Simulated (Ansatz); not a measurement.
OH (SMILES [OH+]): geometry of the low-spin state from B3LYP-D3(BJ)/def2-TZVP.
(charge 1, multiplicity 1):
```json
[
 {"atom": "O", "x (Å)": "0.0000", "y (Å)": "0.0000", "z (Å)": "-0.1156"},
 {"atom": "H", "x (Å)": "0.0000", "y (Å)": "0.0000", "z (Å)": "0.9250"}
]
```

Programs: Ansatz (a quantum-chemistry and plane-wave program) with Gaussian orbitals. Values without a source in brackets are computed.

Broken-symmetry (BS) and triplet (T) solutions at this geometry:

| level | E(BS) (hartree) | ⟨S²⟩ BS | E(T) (hartree) | ⟨S²⟩ T |
|---|---|---|---|---|
| U-PBE/def2-TZVPP | -75.172443 | 1.003 | -75.201086 | 2.004 |
| U-B3LYP/def2-TZVPP | -75.255971 | 1.003 | -75.284603 | 2.005 |
| U-PBE0/def2-TZVPP | -75.179932 | 1.003 | -75.210337 | 2.006 |
| U-wB97X-V/def2-TZVPP | -75.227934 | 1.002 | -75.258832 | 2.005 |

Give the raw gap E(BS) − E(T) and the gap after approximate spin projection, (E_BS − E_T)⟨S²⟩_T/(⟨S²⟩_T − ⟨S²⟩_BS).


- U-PBE/def2-TZVPP: raw 18.0, projected 36.0 kcal/mol
- U-B3LYP/def2-TZVPP: raw 18.0, projected 35.9 kcal/mol
- U-PBE0/def2-TZVPP: raw 19.1, projected 38.2 kcal/mol
- U-wB97X-V/def2-TZVPP: raw 19.4, projected 38.8 kcal/mol
The rule takes the triplet as the only contaminant. For comparison FIC-MRCISD+Q on SA-CASSCF(6,5)/cc-pVQZ gives 50.4 kcal/mol at this geometry.
